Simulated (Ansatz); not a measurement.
A set of 12 reactions (hydrogenolysis), with CCSD(T)/CBS values in kJ/mol:

```json
{"reaction": "`CCCC(C(C)=O)C(C)=O` + H₂ → `CCC(C(C)=O)C(C)=O` + CH₄", "ΔE": "-68.2"}
{"reaction": "`C=C=C(F)CN` + H₂ → `C=C=CF` + CH₃NH₂", "ΔE": "-37.0"}
{"reaction": "`[CH3][GeH]([F])[F]` + H₂ → `[CH3][GeH2][F]` + H–F", "ΔE": "56.4"}
{"reaction": "`N[Si@H](O)N[Si@@H](N)F` + H₂ → `N[SiH2]F` + `N[SiH](N)O`", "ΔE": "69.1"}
{"reaction": "`O[SiH2][GeH2][OH]` + H₂ → `[OH][GeH2][SiH3]` + H₂O", "ΔE": "55.3"}
{"reaction": "`C[SiH2][AsH]O` + H₂ → `O[AsH][SiH3]` + CH₄", "ΔE": "-22.1"}
{"reaction": "`ClB(Cl)[SiH2][GeH3]` + H₂ → `[SiH3][GeH3]` + `ClBCl`", "ΔE": "-27.3"}
{"reaction": "`CN[SiH2]CN` + H₂ → `NC[SiH3]` + CH₃NH₂", "ΔE": "31.5"}
{"reaction": "`C=C[SiH](O)[SiH](O)O` + H₂ → `C=C[SiH2]O` + `O[SiH2]O`", "ΔE": "-34.3"}
{"reaction": "`COC(O)[SeH]` + H₂ → `COCO` + H₂Se", "ΔE": "-69.9"}
{"reaction": "`C[O][Al]([O]C)[O]C` + H₂ → `C[O][AlH][O]C` + CH₃OH", "ΔE": "109.8"}
{"reaction": "`C[N](C)[In]([OH])[O][SiH3]` + H₂ → `C[N](C)[InH][OH]` + `O[SiH3]`", "ΔE": "23.0"}
```

Isolated molecules relaxed with PBE0-D4/def2-TZVP in Ansatz; ΔE leaves out vibrations. CBS: MP2 limit from def2 TZ/QZ plus the TZ coupled-cluster correction, frozen cores. This one scheme is used for every species. DFT in def2-TZVPP. Elements past krypton have def2 core potentials. For As, Ge, In, Se outer-core shells are correlated without core-valence functions, which leaves a few kJ/mol of doubt a bond. Scalar relativity is left out up to krypton. Each species was taken in one conformer, which may not be the lowest.

Problem. Give the mean, mean absolute and largest difference (level minus CCSD(T)/CBS, kJ/mol) for: PBE-D4, r2SCAN-D4, PBE0-D4, ωB97M-V, B2PLYP, PBE, HF/def2-TZVPP, SCS-MP2/def2-TZVPP, CCSD/def2-TZVPP, CCSD(T)/def2-TZVPP, MP2/def2-QZVPP, SCS-MP2/def2-QZVPP, HF/CBS(def2), CCSD/CBS(def2). (Estimate.)

Solution. The calculation gave: 
| level | mean | mean absolute | largest |
| --- | --- | --- | --- |
| PBE-D4 | 1.1 | 6.3 | 18.8 |
| r2SCAN-D4 | 2.6 | 4.5 | 11.8 |
| PBE0-D4 | -2.4 | 4.7 | -15.5 |
| ωB97M-V | -1.6 | 3.0 | -11.6 |
| B2PLYP | -5.6 | 7.0 | -10.7 |
| PBE | -6.0 | 7.9 | -20.4 |
| HF/def2-TZVPP | -21.7 | 22.1 | -39.5 |
| SCS-MP2/def2-TZVPP | -1.4 | 3.7 | -11.1 |
| CCSD/def2-TZVPP | -6.3 | 6.3 | -11.1 |
| CCSD(T)/def2-TZVPP | -1.7 | 2.0 | -4.5 |
| MP2/def2-QZVPP | 4.6 | 5.0 | 7.3 |
| SCS-MP2/def2-QZVPP | -0.5 | 3.4 | -9.8 |
| HF/CBS(def2) | -21.5 | 22.2 | -40.8 |
| CCSD/CBS(def2) | -4.6 | 4.6 | -7.4 |

The largest T1 diagnostic in the set is 0.016, for `C[N](C)[InH][OH]` (customary mark 0.02).

CCSD(T)/CBS is a level of theory with its own doubt, and the functionals carry their triple-zeta basis error, so these figures describe this set and don't rank the functionals.
